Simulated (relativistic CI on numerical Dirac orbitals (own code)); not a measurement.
# Sb¹⁶⁺: q coefficients and field-shift factors

Computed by Dirac-Coulomb-Breit CI, KLI orbitals optimised for each configuration, derivatives by finite differences, unscaled Slater integrals, QED left out (own radial code, finite nucleus).

CI space (outside the closed core [Ar] 3d10): 4s2.4p5, 4s.4p6, 4s2.4p4.4d, 4s.4p5.4d, 4s2.4p4.4f, 4s.4p5.4f. Double excitations out of closed p, d and f shells are left out; levels of such configurations are missing from the list, as are those of other unlisted configurations, and high levels can miss mixing partners.

With x = (α/α₀)² − 1 an excitation energy changes as ω = ω₀ + qx; K = 2q/ω₀ is the relative enhancement. Terms are leading LS components, so labels can repeat. The field-shift factor is F = δν/δ⟨r²⟩ for the transition from the lowest level.

Lowest level 4s2.4p5 2P°_3/2.

| Level | ω₀ (cm⁻¹) | q (cm⁻¹) | K | F (GHz/fm²) |
| --- | --- | --- | --- | --- |
| 4s2.4p5 2P°_1/2 | 88354 | 96160 | 2.18 | -2.79 |
| 4s.4p6 2S_1/2 | 454991 | 107300 | 0.472 | -97.8 |
| 4s2.4p4.4d 4D_5/2 | 570183 | 19660 | 0.069 | 1.98 |
| 4s2.4p4.4d 4D_3/2 | 570713 | 15100 | 0.0529 | 2.06 |
| 4s2.4p4.4d 4D_7/2 | 577743 | 28060 | 0.0971 | 1.99 |
| 4s2.4p4.4d 4D_1/2 | 580606 | 20090 | 0.0692 | 1.99 |
| 4s2.4p4.4d 4F_9/2 | 597707 | 24920 | 0.0834 | 2.23 |
| 4s2.4p4.4d 2F_7/2 | 603804 | 15850 | 0.0525 | 2.18 |
| 4s2.4p4.4d 2D_3/2 | 620701 | 21920 | 0.0706 | 2.11 |
| 4s2.4p4.4d 4P_1/2 | 633977 | 45790 | 0.144 | -1.85 |
| 4s2.4p4.4d 4D_1/2 | 643640 | 96060 | 0.298 | -0.313 |
| 4s2.4p4.4d 4F_5/2 | 645022 | 59560 | 0.185 | 1.1 |
| 4s2.4p4.4d 4F_3/2 | 649844 | 60130 | 0.185 | 1.14 |

At this charge energies of transitions that change n are usually good to better than 1 %, and those within a shell (Δn = 0) to a few per cent.
